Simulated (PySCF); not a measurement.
Si(F)3(Ph), SMILES F[Si](F)(F)c1ccccc1 (C6H5F3Si) (GFN2-xTB optimised geometry):

```
15

F      0.078     1.596     0.000
Si     0.453     0.051     0.000
F      0.037    -0.441    -1.451
F      2.041     0.051     0.000
C     -0.302    -0.951     1.377
C      0.340    -1.071     2.611
C     -0.224    -1.809     3.635
C     -1.442    -2.441     3.447
C     -2.092    -2.333     2.229
C     -1.529    -1.596     1.204
H      1.292    -0.584     2.764
H      0.288    -1.892     4.583
H     -1.882    -3.017     4.247
H     -3.041    -2.826     2.077
H     -2.041    -1.520     0.257
```

Level of theory: PBE0/def2-TZVP (PySCF).

Task: What are the frontier orbital energies and the dipole moment?

Result: HOMO-2 -9.80 eV, HOMO-1 -8.11 eV, HOMO -7.96 eV, LUMO -1.33 eV, LUMO+1 -0.81 eV; dipole moment 3.80 D.

Meta-Löwdin charges at PBE0/def2-TZVP: F1 -0.49, Si2 1.64, F3 -0.49, F4 -0.49, C5 -0.29, C6 -0.10, C7 -0.12, C8 -0.10, C9 -0.12, C10 -0.10, H11 0.13, H12 0.13, H13 0.13, H14 0.13, H15 0.13.
